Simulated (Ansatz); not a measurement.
Geometry optimisation, Ansatz 0.2.0, RKS BLYP/STO-3G.

input.yaml

```yaml
crystal:
  periodic: [false, false, false]
  atoms:
    - { symbol: C, position_ang: [0.3418, -2.1072, -0.3537] }
    - { symbol: C, position_ang: [0.7726, -0.6204, -0.5137] }
    - { symbol: C, position_ang: [-0.3761, 0.4236, -0.3273] }
    - { symbol: F, position_ang: [-1.3359, 0.1568, -1.1541] }
    - { symbol: Al, position_ang: [0.3327, 2.2461, -0.7867] }
    - { symbol: Si, position_ang: [-0.9542, 0.5069, 1.4622] }
    - { symbol: H, position_ang: [1.1559, -2.7527, -0.5958] }
    - { symbol: H, position_ang: [-0.5022, -2.2534, -1.075] }
    - { symbol: H, position_ang: [-0.0352, -2.2475, 0.7153] }
    - { symbol: H, position_ang: [1.1993, -0.5061, -1.513] }
    - { symbol: H, position_ang: [1.5908, -0.4344, 0.2322] }
    - { symbol: H, position_ang: [1.8648, 2.4587, -1.2161] }
    - { symbol: H, position_ang: [-0.6939, 3.5381, -0.6665] }
    - { symbol: H, position_ang: [0.1574, 0.7292, 2.3855] }
    - { symbol: H, position_ang: [-1.9231, 1.5735, 1.6141] }
    - { symbol: H, position_ang: [-1.6175, -0.7338, 1.837] }
basis:
  gaussian: { orbitals: STO-3G }
hamiltonian:
  xc: blyp
relax:
  f_tol: 0.02
  max_steps: 40
```

Launched with:

```bash
$ ansatz run input.yaml --threads 1 --pin off --max-ram 2048MiB --backend cpu --events-out ev --progress --plain --runs-dir out
```

Question: Where does it end, and by what steps?

Answer: It converged. Limits of this set-up: minimal basis. After 22 steps the energy has fallen by 1.115 eV; H12 moved furthest, 1.26 Å.

| step | energy less start (eV) | largest force component (eV/Å) | accepted |
| --- | --- | --- | --- |
| 0 | 0.0000 | 6.411 | yes |
| 1 | -0.9458 | 1.829 | yes |
| 2 | -1.0591 | 0.538 | yes |
| 3 | -1.0717 | 0.146 | yes |
| 4 | -1.0760 | 0.071 | yes |
| 5 | -1.0803 | 0.062 | yes |
| 6 | -1.0817 | 0.233 | yes |
| 7 | -1.0847 | 0.137 | yes |
| 8 | -1.0931 | 0.045 | yes |
| 9 | -1.0974 | 0.285 | yes |
| 10 | -1.1009 | 0.130 | yes |
| 11 | -1.0934 | 0.310 | no |
| 12 | -1.1055 | 0.035 | yes |
| 13 | -1.1081 | 0.061 | yes |
| 14 | -1.1093 | 0.158 | yes |
| 15 | -1.1112 | 0.081 | yes |
| 16 | -1.1031 | 0.271 | no |
| 17 | -1.1128 | 0.038 | yes |
| 18 | -1.1136 | 0.067 | yes |
| 19 | -1.1143 | 0.044 | yes |
| 20 | -1.1146 | 0.031 | yes |
| 21 | -1.1148 | 0.022 | yes |
| 22 | -1.1150 | 0.010 | yes |

```xyz
16
Properties=species:S:1:pos:R:3
C 0.315 -2.073 -0.374
C 0.775 -0.587 -0.606
C -0.390 0.501 -0.336
F -1.534 0.122 -1.136
Al 0.291 2.292 -0.786
Si -0.883 0.476 1.553
H 1.094 -2.784 -0.716
H -0.616 -2.269 -0.944
H 0.114 -2.268 0.699
H 1.119 -0.504 -1.663
H 1.653 -0.363 0.041
H 1.518 2.799 -0.058
H -0.428 3.148 -1.806
H 0.303 0.475 2.399
H -1.643 1.680 1.869
H -1.712 -0.668 1.908
```

Whether the end is a true minimum wasn't checked by a vibrational analysis.

Time of the run: 91 s on 1 thread of Arm Neoverse V2, with other jobs on the host, peak memory 0.16 GiB.
